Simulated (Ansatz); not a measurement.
# A barrier at the coupled-cluster level

Start structure (Si$_{2}$H$_{4}$OF$_{2}$, closed shell), relaxed at PBE0-D4/def2-TZVP:

Si1  (-1.471, -1.549, 0.206)
F2  (0.011, -1.822, 0.848)
F3  (-1.104, -1.748, -1.365)
H4  (-1.350, 1.013, -0.450)
O5  (-0.799, 0.439, 0.089)
Si6  (0.862, 0.814, 0.157)
H7  (0.934, 2.236, -0.264)
H8  (1.297, 0.656, 1.556)
H9  (1.620, -0.040, -0.777)
(Å)

The step: SiH₄O ([OH][SiH3]) + SiF₂ → Si₂H₄OF₂ ([F][SiH]([F])[O][SiH3]); bonds formed: Si1–H4; dative contacts that become bonds: Si1–O5; bonds broken: H4–O5. Program: Ansatz 0.2.0. Basis: def2-TZVPP and def2-QZVPP. Cores are frozen in the correlated methods. Extrapolation: Hartree–Fock as exp(−7.88 √X), correlation as X^−2.97. Energies below are by CCSD(T) at an estimated basis limit (MP2 extrapolated from triple and quadruple zeta, plus CCSD(T) − MP2 in triple zeta).

**Question.** What are the electronic barrier and the energy of the step, from the start structure to the end structure? (Judge from chemistry; the value comes from the calculation.)

**Answer.** The calculation gives: Barrier 1.195 eV; step energy -2.591 eV (downhill); reverse barrier, their difference, 3.786 eV. Barrier and step energy count from the start structure, the reverse barrier from the end structure.

The saddle point: One imaginary mode of 1499i cm⁻¹.
```json
{"pair": "Si1–H4", "start (Å)": "2.65", "saddle (Å)": "1.65", "end (Å)": "1.46"}
{"pair": "Si1–O5", "start (Å)": "2.10", "saddle (Å)": "1.80", "end (Å)": "1.60"}
{"pair": "H4–O5", "start (Å)": "0.96", "saddle (Å)": "1.24", "end (Å)": "2.53"}
```

Zero-point energy (harmonic, PBE0-D4): ZPE is 1.239 eV at the start and 1.109 eV at the saddle, so the barrier goes from 1.195 to 1.065 eV.

No T1 diagnostic of these runs exceeds 0.015. The restricted Hartree–Fock reference is unstable towards an unrestricted one at one or more of these structures.

Losses and insertions of silylenes and their heavier kin drive the gas-phase chemistry of silicon and germanium vapour deposition.

Labels in which every atom is bracketed show which atoms are joined, not bond orders.

For scale, one of the runs: CCSD(T)/def2-TZVPP, 233 basis functions, launched by `ansatz run in.yaml --threads 4 --pin off --events-out ev --progress --plain --max-ram 9574MiB`. Time: 120 s of wall clock on 4 CPU threads of an Arm Neoverse V2; the host was shared. Peak host memory: 4.1 GiB.
